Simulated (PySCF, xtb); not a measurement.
Ge(H)(F)(OH)2 (FGeH3O2), SMILES [OH][GeH]([OH])[F].

GFN2-xTB run with xtb at its own geometry gives an orbital gap of 9.04 eV and a dipole moment of 1.98 D.

The structure is a stationary point at PBE-D3(BJ)/def2-SVP. The values are those of a single conformer.

What does CAM-B3LYP/def2-TZVP run with PySCF give? (Estimate from the structure and the level; the computed values follow.)

gap 11.65 eV (levels -10.90 and 0.75 eV), dipole 1.06 D.
